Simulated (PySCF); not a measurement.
**Structure elucidation problem**

The spectra below were simulated for a compound C$_{6}$H$_{9}$B$_{2}$N.

1H NMR (300 MHz, computed): δ 7.47 (m, 2H), 7.36 (m, 1H), 7.24 (d, 2H), 5.86 (br, 4H).

13C{1H} NMR (computed): δ 158.2 (C), 134.2 (CH), 131.2 (CH), 130.3 (CH).

Rapidly exchanging positions averaged, isolated molecule, one conformer, non-relativistic Hamiltonian. σ from GIAO-PBE0/pcSseg-1; geometry from PBE0-D3(BJ)/def2-SVP; PySCF.

References, each an isolated molecule treated in the same way: 1H, 13C vs TMS.

**Question.** Deduce the structure.

**Answer.** 
4 carbon signals for 6 carbons: some carbons are equivalent by symmetry or fast rotation. Carbon types of the structure: 1 × C, 5 × CH, leaving 4 H on heteroatoms. δC 158.2: aromatic carbon bearing nitrogen; an ipso carbon deshielded by its heteroatom. δC 134.2, 131.2, 130.3: aromatic CH; the aromatic region. δH 7.47, 7.36, 7.24: hydrogen on an aromatic CH; ring-current deshielding. δH 5.86: hydrogen on a boron bonded to N.

These data were computed for `BN(B)c1ccccc1`.

This is the structure that produced the data.

Hydrogens on boron are broadened and split by 11B (spin 3/2, 80 %) and 10B (spin 3). Shifts are as computed. Against solution values, carbons near 30 ppm lie about +2 ppm off and those near 130 ppm about +5 ppm. Of 1211 compounds with measured shifts, 218 miss one by over three times the rms of a fit or turn the order of signals round; such compounds aren't used in these exercises. Multiplicities follow the n + 1 count of equivalent neighbours, as no J values were calculated; m marks all less simple cases, F and P coupling included.
